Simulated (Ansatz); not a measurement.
Cost and result for the atomization energy of `CO[SiH](I)OC` (13 atoms, 12 bonds).

Cartesian coordinates in Å:
```
C -1.075 -0.909 -1.853
O -0.845 -0.385 -0.564
Si -0.010 0.952 -0.176
I 2.182 0.840 -1.285
O 0.167 1.021 1.428
C 0.798 0.050 2.239
H -1.668 -0.218 -2.461
H -0.132 -1.113 -2.368
H -1.629 -1.842 -1.743
H -0.674 2.197 -0.600
H 0.276 -0.909 2.178
H 0.770 0.407 3.268
H 1.841 -0.091 1.939
```

The species carries charge 0 and has multiplicity 1. Correlated methods include outer-core shells of I, which these sets cover unevenly. I takes the def2 core potential. Geometry: relaxed with PBE0-D4/def2-TZVP. It is one conformer, not always the lowest. Program: Ansatz. All runs use 2 threads of an AMD EPYC 7R13 on a shared host and a share of an NVIDIA H100 80 GB. Times are those of one run each, without the atoms' runs, and a repeat can differ threefold. Electronic energies, without spin–orbit coupling; frozen cores. CCSD(T)/CBS adds CCSD(T) − MP2 in def2-TZVPP to the MP2 limit, and its time is that of the two runs behind it. T1 = 0.010. With those shells the extrapolation isn't a true limit. B3LYP takes the VWN-RPA correlation (the form of Gaussian; ORCA's B3LYP/G).

CCSD(T)/CBS is a level of theory with its own doubt, some kJ/mol a heavy atom from the limit and from the frozen cores, so smaller differences don't rank the functionals.

```tsv
level	functions	wall time
PBE-D4/def2-TZVPP (with forces)	314	4.9 s
r2SCAN-D4/def2-TZVPP (with forces)	314	5.5 s
PBE0-D4/def2-TZVPP	314	5.5 s
B2PLYP/def2-TZVPP	314	7 s
B3LYP-D4/def2-TZVPP (with forces)	314	7 s
ωB97X-V/def2-TZVPP	314	8 s
MP2/def2-QZVPP	590	9 s
ωB97M-V/def2-TZVPP (with forces)	314	12 s
CCSD(T)/def2-TZVPP	314	18 s
CCSD(T)/CBS(def2)	–	27 s
```

Question: What atomization energy does each give, and how far from CCSD(T)/CBS? (Best estimate.)

Answer: Ansatz gave: 
```json
{"level": "PBE-D4/def2-TZVPP (with forces)", "atomization (kcal/mol)": "1176.4", "difference from CCSD(T)/CBS": "12.3", "per bond": "1.0"}
{"level": "r2SCAN-D4/def2-TZVPP (with forces)", "atomization (kcal/mol)": "1161.4", "difference from CCSD(T)/CBS": "-2.7", "per bond": "-0.2"}
{"level": "PBE0-D4/def2-TZVPP", "atomization (kcal/mol)": "1156.1", "difference from CCSD(T)/CBS": "-8.0", "per bond": "-0.7"}
{"level": "B2PLYP/def2-TZVPP", "atomization (kcal/mol)": "1145.2", "difference from CCSD(T)/CBS": "-18.9", "per bond": "-1.6"}
{"level": "B3LYP-D4/def2-TZVPP (with forces)", "atomization (kcal/mol)": "1156.3", "difference from CCSD(T)/CBS": "-7.8", "per bond": "-0.6"}
{"level": "ωB97X-V/def2-TZVPP", "atomization (kcal/mol)": "1161.7", "difference from CCSD(T)/CBS": "-2.4", "per bond": "-0.2"}
{"level": "MP2/def2-QZVPP", "atomization (kcal/mol)": "1173.8", "difference from CCSD(T)/CBS": "9.7", "per bond": "0.8"}
{"level": "ωB97M-V/def2-TZVPP (with forces)", "atomization (kcal/mol)": "1160.6", "difference from CCSD(T)/CBS": "-3.5", "per bond": "-0.3"}
{"level": "CCSD(T)/def2-TZVPP", "atomization (kcal/mol)": "1130.2", "difference from CCSD(T)/CBS": "-33.9", "per bond": "-2.8"}
{"level": "CCSD(T)/CBS(def2)", "atomization (kcal/mol)": "1164.1", "difference from CCSD(T)/CBS": "0.0", "per bond": "0.0"}
```

In def2-TZVPP, CCSD(T) changes the Hartree–Fock value by +287.5 kcal/mol (the triples alone add +17.2 kcal/mol) and MP2 by +310.9 kcal/mol; breaking electron pairs costs correlation energy, which Hartree–Fock lacks. From PBE to PBE0 (25 % exact exchange), in def2-TZVPP and without D4, the atomization energy moves by −19.2 kcal/mol: exact exchange takes away binding that semilocal exchange gives to molecules. The D4 term adds +12.7 kcal/mol with B3LYP and +6.8 kcal/mol with PBE0; it sums over pairs of atoms, weighted by their polarisabilities, and B3LYP, whose exchange is more repulsive, gets the larger term.

Spin–orbit coupling would lower the free I atoms strongly, and the atomization energy with them, by more than many differences here.
